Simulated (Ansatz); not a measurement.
Method: B3LYP-D3(BJ)/def2-TZVP run with Ansatz (an electronic-structure program). No frequencies were computed at this level.

Ansatz 0.2 input:
```yaml
crystal:
  periodic: [false, false, false]
  atoms:
    - { symbol: C, position_ang: [-1.699972, -1.450445, -0.096303] }
    - { symbol: In, position_ang: [0.005796, 0.003293, -0.001136] }
    - { symbol: C, position_ang: [2.118204, -0.752283, -0.004303] }
    - { symbol: C, position_ang: [-0.414278, 2.205072, 0.099884] }
    - { symbol: H, position_ang: [-2.143568, -1.435236, -1.091771] }
    - { symbol: H, position_ang: [-2.467119, -1.176094, 0.627342] }
    - { symbol: H, position_ang: [-1.352295, -2.460163, 0.117939] }
    - { symbol: H, position_ang: [2.257502, -1.46783, 0.805639] }
    - { symbol: H, position_ang: [2.329044, -1.254842, -0.948096] }
    - { symbol: H, position_ang: [2.819951, 0.070756, 0.123211] }
    - { symbol: H, position_ang: [-0.459026, 2.522634, 1.141783] }
    - { symbol: H, position_ang: [-1.368993, 2.429997, -0.373804] }
    - { symbol: H, position_ang: [0.374754, 2.765141, -0.400386] }
basis:
  gaussian: { orbitals: def2-tzvp }
hamiltonian:
  xc: b3lyp
  dispersion: d3bj
relax:
  max_steps: 150
```

Output:

```
Functional definition: B3LYP
1401 factors; their error is unknown
mean field evaluation 1: about -8413.6458 eV, gradient 9.6e1 eV
mean field evaluation 2: about -8398.0725 eV, gradient 1.1e2 eV
mean field evaluation 4: about -8434.8234 eV, gradient 3.9e0 eV
mean field evaluation 8: about -8434.8471 eV, gradient 8.3e-2 eV
mean field evaluation 16: about -8434.8614 eV, gradient 1.2e-4 eV
mean field -8434.86141756 eV, -309.9754397410 hartree, gradient 4.8e-5 eV, S^2 0.000000; 0 other end points of the search recorded, 0 dependent functions left out
reference -8434.86173722 eV, -309.9754514880 hartree; 24, 24 occupied and 173, 173 virtual orbitals, 1401 factors
relax step   1: F+E_penalty+E_count = -8435.24781036 eV  Δ(F+E_penalty+E_count) = +0.000e0 eV  max|allowed force component| = 4.912e-1 eV/Å  Δτ_max = 0.0000 Å  (29 SCF iters, accepted)
these checks for a lower state are left out or cut short: starts, cluster_reference, orbital_swaps, neighbouring_geometries, increment
1401 factors; their error is unknown
mean field -8434.89423757 eV, -309.9766458540 hartree, gradient 2.7e-5 eV, S^2 0.000000; 0 other end points of the search recorded, 0 dependent functions left out
reference -8434.89455405 eV, -309.9766574845 hartree; 24, 24 occupied and 173, 173 virtual orbitals, 1401 factors
relax step   2: F+E_penalty+E_count = -8435.29093065 eV  Δ(F+E_penalty+E_count) = -4.312e-2 eV  max|allowed force component| = 8.283e-2 eV/Å  Δτ_max = 0.0982 Å  (30 SCF iters, accepted)
these checks for a lower state are left out or cut short: starts, cluster_reference, orbital_swaps, neighbouring_geometries, increment
1401 factors; their error is unknown
mean field evaluation 32: about -8434.9068 eV, gradient 2.6e-5 eV
mean field -8434.90679057 eV, -309.9771071683 hartree, gradient 2.6e-5 eV, S^2 0.000000; 0 other end points of the search recorded, 0 dependent functions left out
reference -8434.90710809 eV, -309.9771188370 hartree; 24, 24 occupied and 173, 173 virtual orbitals, 1401 factors
relax step   3: F+E_penalty+E_count = -8435.30054137 eV  Δ(F+E_penalty+E_count) = -9.611e-3 eV  max|allowed force component| = 3.338e-2 eV/Å  Δτ_max = 0.0315 Å  (31 SCF iters, accepted)
these checks for a lower state are left out or cut short: starts, cluster_reference, orbital_swaps, neighbouring_geometries, increment
1401 factors; their error is unknown
mean field -8434.90706934 eV, -309.9771174130 hartree, gradient 2.6e-5 eV, S^2 0.000000; 0 other end points of the search recorded, 0 dependent functions left out
reference -8434.90738702 eV, -309.9771290875 hartree; 24, 24 occupied and 173, 173 virtual orbitals, 1401 factors
relax step   4: F+E_penalty+E_count = -8435.30064277 eV  Δ(F+E_penalty+E_count) = -1.014e-4 eV  max|allowed force component| = 1.458e-2 eV/Å  Δτ_max = 0.0066 Å  (32 SCF iters, accepted)
these checks for a lower state are left out or cut short: starts, cluster_reference, orbital_swaps, neighbouring_geometries, increment
1401 factors; their error is unknown
mean field -8434.90707997 eV, -309.9771178036 hartree, gradient 2.6e-5 eV, S^2 0.000000; 0 other end points of the search recorded, 0 dependent functions left out
reference -8434.90739768 eV, -309.9771294792 hartree; 24, 24 occupied and 173, 173 virtual orbitals, 1401 factors
relax step   5: F+E_penalty+E_count = -8435.30070330 eV  Δ(F+E_penalty+E_count) = -6.053e-5 eV  max|allowed force component| = 7.856e-4 eV/Å  Δτ_max = 0.0036 Å  (32 SCF iters, accepted)
1401 factors; their error is unknown
mean field evaluation 64: about -8434.9071 eV, gradient 5.9e-2 eV
mean field -8434.90707997 eV, -309.9771178036 hartree, gradient 2.6e-5 eV, S^2 0.000000; 1 other end points of the search recorded, 0 dependent functions left out
reference -8434.90739768 eV, -309.9771294792 hartree; 24, 24 occupied and 173, 173 virtual orbitals, 1401 factors
Total energy: -8435.30102101 eV, -309.9915948699 hartree
Atom 0 at    -1.652177    -1.415909    -0.089486 Å, force     0.000289     0.000618    -0.000305 eV/Å
Atom 1 at     0.007322     0.003818    -0.000259 Å, force     0.000225     0.000018    -0.000098 eV/Å
Atom 2 at     2.066270    -0.727936    -0.000911 Å, force     0.000786    -0.000760     0.000122 eV/Å
Atom 3 at    -0.406997     2.147526     0.090064 Å, force    -0.000390     0.000184     0.000246 eV/Å
Atom 4 at    -2.093144    -1.393106    -1.088319 Å, force     0.000029     0.000067     0.000306 eV/Å
Atom 5 at    -2.428959    -1.138076     0.623882 Å, force    -0.000169    -0.000030    -0.000116 eV/Å
Atom 6 at    -1.319720    -2.431968     0.119358 Å, force     0.000033    -0.000255     0.000039 eV/Å
Atom 7 at     2.205658    -1.449987     0.805210 Å, force    -0.000024     0.000103    -0.000079 eV/Å
Atom 8 at     2.272475    -1.238942    -0.943335 Å, force    -0.000281     0.000220     0.000175 eV/Å
Atom 9 at     2.780685     0.084959     0.121694 Å, force    -0.000319    -0.000050     0.000048 eV/Å
Atom 10 at    -0.441371     2.460735     1.135990 Å, force     0.000368    -0.000158    -0.000219 eV/Å
Atom 11 at    -1.368172     2.381907    -0.366686 Å, force    -0.000405     0.000063     0.000007 eV/Å
Atom 12 at     0.378129     2.716979    -0.407202 Å, force    -0.000142    -0.000021    -0.000127 eV/Å
Dipole moment:     0.000282     0.000242     0.000114 e Å
```

Cost: roughly 80 core-seconds.
